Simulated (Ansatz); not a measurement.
One geometry of GaCl₃, several levels of theory.

```yaml
crystal:
  periodic: [false, false, false]
  atoms:
    - {symbol: Ga, position_ang: [0.000418, -0.000203, -0.000102]}
    - {symbol: Cl, position_ang: [1.219604, -0.702679, -1.586859]}
    - {symbol: Cl, position_ang: [-1.213622, 1.717282, -0.275890]}
    - {symbol: Cl, position_ang: [-0.006390, -1.014400, 1.862841]}
basis:
  gaussian: {orbitals: def2-TZVP, initial_orbitals: start.molden}
hamiltonian: {xc: {name: B2PLYP}}
scf: {omitted_lower_state_checks: [starts]}
```

The file start.molden holds the orbitals of an earlier run on this structure, at another level or in another basis.

```sh
$ ansatz run in.yaml --threads 4 --pin off --events-out ev --progress --plain --max-ram 3916MiB
```

It prints (some lines left out):

```
Functional definition: B2PLYP
964 factors; integrals over basis functions are off by at most 7.1e-4 eV
mean field evaluation 1: about -89924.1162 eV, gradient 1.5e1 eV
mean field evaluation 2: about -89924.2319 eV, gradient 2.1e-1 eV
mean field evaluation 4: about -89924.3777 eV, gradient 2.3e-3 eV
mean field evaluation 8: about -89924.3778 eV, gradient 8.8e-7 eV
mean field -89924.37776112 eV, -3304.6599297886 hartree, gradient 5.1e-6 eV, S^2 0.000000; 0 other end points of the search recorded, 0 dependent functions left out
24 core orbitals not correlated: weight in the atoms' cores, before any rotation towards them, 1.000 or more for the frozen orbitals, at most 0.000 for the correlated occupied ones
reference -89924.37792480 eV, -3304.6599358037 hartree; 17, 17 occupied and 118, 118 virtual orbitals, 964 factors
second order -25.44580321 eV of doubles, -0.00000000 eV of singles
Total energy: -89931.24829166 eV, -3304.9124171291 hartree
Checks for a lower state left out: starts
```

Run time 3.1 s (4 threads of Arm Neoverse V1 on a shared host).

As the first input, with `correlation: {method: mp2}`, `output: {orbitals: {seedname: orbitals}}` and without the key `hamiltonian` (abridged; 1.4 s):

```
Functional definition: HF
mean field -89851.21544610 eV, -3301.9712643030 hartree, gradient 3.2e-6 eV, S^2 0.000000
24 core orbitals not correlated: weight in the atoms' cores, before any rotation towards them, 1.000 or more for the frozen orbitals, at most 0.000 for the correlated occupied ones
second order -20.70750340 eV of doubles, -0.00000000 eV of singles
Total energy: -89871.92294950 eV, -3302.7322510167 hartree
Checks for a lower state left out: starts
```

Geometry: PBE0-D4/def2-SVP.

Correlated methods freeze 24 core orbitals; core or outer-core shells of Ga are correlated, in sets that lack core-valence functions. The structure comes from a short search, and lower isomers may exist.
